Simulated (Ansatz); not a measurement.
`C#C[Si](F)(F)C#C` + `[F][Ga]([F])[Cl]` → `C#C[Si](F)(F)Cl` + `C#[C][Ga]([F])[F]` at 700 K and 1 bar (redistribution).

Calculated with Ansatz (gas phase, PBE0-D4/def2-TZVP geometries, no zero-point term in ΔE). CCSD(T)/CBS adds triple-zeta CCSD(T) − MP2 to the extrapolated MP2 energy (def2 sets, frozen cores). For Ga outer-core shells are correlated without core-valence functions, which leaves a few kJ/mol of doubt a bond. Scalar relativity is left out up to krypton.

| species | CCSD(T)/CBS energy (Eh) | H − E (kJ/mol) | S (J/(mol·K)) |
| --- | --- | --- | --- |
| `C#C[Si](F)(F)C#C` | -642.11440 | 201.6 | 484.7 |
| `[F][Ga]([F])[Cl]` | -2583.43598 | 60.9 | 377.0 |
| `C#C[Si](F)(F)Cl` | -1025.29095 | 141.5 | 449.2 |
| `C#[C][Ga]([F])[F]` | -2200.25765 | 120.7 | 418.7 |

H − E and S are ideal-gas, rigid-rotor, harmonic terms from PBE0-D4/def2-TZVP. 1 Eh = 2625.50 kJ/mol, R = 8.31446 J/(mol·K).

**Question.** By hand: ΔE, ΔH, ΔS and ΔG.

**Answer.** ΔE = (-1025.29095) + (-2200.25765) − (-642.11440) − (-2583.43598) = 0.00178 Eh = 4.7 kJ/mol. Δ(H − E) = 141.5 + 120.7 − 201.6 − 60.9 = -0.3, so ΔH = 4.4 kJ/mol. ΔS = 449.2 + 418.7 − 484.7 − 377.0 = 6.2 J/(mol·K). ΔG = 4.4 − 700 × (6.2)/1000 = 0.1 kJ/mol.

**Question.** By hand: the equilibrium constant, and the temperature at which ΔG would vanish if ΔH and ΔS stayed fixed.

**Answer.** log₁₀ K = −ΔG/(RT ln 10) = 0.0. ΔG = 0 at ΔH/ΔS = 710 K, though so small a ΔH makes that figure unsure.

TΔS isn't small against ΔH here. The sign of ΔG lies within the doubt. A doubt of 5 kJ/mol in ΔE shifts log₁₀ K by 0.4 here. These are equilibria of isolated gas molecules and say nothing of rates. Largest T1 diagnostic: 0.015 (customary marks: 0.02 for closed shells, 0.045 for open ones).
